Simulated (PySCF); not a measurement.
C4H12Si2, SMILES [C@@H]1([SiH2][SiH2]C1)CC.

Coordinates come from a B3LYP-D3(BJ)/def2-SVP optimisation. The structure was generated by enumeration; whether it is a known compound was not checked. Other conformers were not sampled.

Computed with PBE/def2-TZVP in PySCF.

The molecule is in vacuum.

Computed frontier levels, gap, dipole moment:
highest occupied level: -6.24 eV
lowest empty level: -0.73 eV
orbital gap: 5.51 eV
dipole moment: 0.85 D
quadrupole, principal values (traceless, Buckingham form, about the centre of nuclear charge): -1.04, -0.43, 1.47 D·Å
